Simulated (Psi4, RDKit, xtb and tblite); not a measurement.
Relaxed torsion scan: SMILES B[SiH2]CN. Scanned: dihedral H5–B1–Si2–C3 and dihedral B1–Si2–C3–N4; all other coordinates were relaxed at GFN2-xTB. Points at φ and −φ are mirror images. Heavy atoms are numbered in the order of the SMILES B[SiH2]CN, hydrogens after them in the order of the atoms that carry them; the mirror image has the same energies with the sign of each dihedral reversed.

Levels of theory: GFN2-xTB (xtb and tblite); PBE/def2-SVP // GFN2-xTB (Psi4); PBE-D3(BJ)/def2-SVP // GFN2-xTB (Psi4); UFF // GFN2-xTB (RDKit).

Energies in kcal/mol at chosen points (x: dihedral H5–B1–Si2–C3 (°); y: dihedral B1–Si2–C3–N4 (°)), relative to x = 0, y = 180:

```tsv
method	(180, -60)	(-60, 180)	(-30, 0)	(-30, 30)	(120, 150)	(30, 90)	(-150, -60)
GFN2-xTB	-0.9	-0.3	0.4	-0.6	0.0	-0.2	-1.0
PBE/def2-SVP	-0.6	0.2	1.2	0.9	1.8	0.6	-0.2
PBE-D3(BJ)/def2-SVP	-0.7	0.2	1.1	0.8	1.8	0.6	-0.3
UFF	0.1	0.3	3.1	2.0	1.0	2.1	1.2
```
